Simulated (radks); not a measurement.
The numbers below are computed, except where a source is named.
Q: These are the eigenvalues of the occupied orbitals of an atom or ion with whole-number occupations (hartree). Level of theory: Dirac Kohn-Sham, BLYP, spin-unpolarised, spherical densities, finite nucleus; Fermi nuclear charge, rms radius of each element as measured or else 0.836 A^(1/3) + 0.57 fm (a radial shooting solver on a logarithmic mesh with Libxc functionals).

| orbital | eigenvalue |
|---|---|
| 1s1/2 | -198.6536 |
| 2s1/2 | -23.52841 |
| 2p1/2 | -20.06219 |
| 2p3/2 | -19.80038 |
| 3s1/2 | -3.86122 |
| 3p1/2 | -2.91003 |
| 3p3/2 | -2.87759 |
| 3d3/2 | -1.40455 |

Which element is it, and in what charge state? The configuration may be excited.

A: Z = 23, vanadium, charge +3: V3+ in [Ne] 3s1 3p6 3d(3/2: 3, 5/2: 0). The list shows which subshells hold electrons but not how many an open one holds; the 1s level, -198.65 hartree, gives Z - s = 19.9 by -(Z - s)^2/2, which with screening and relativity narrows Z to a few neighbours, and the depths of the outer levels then fix element, charge and occupations together.
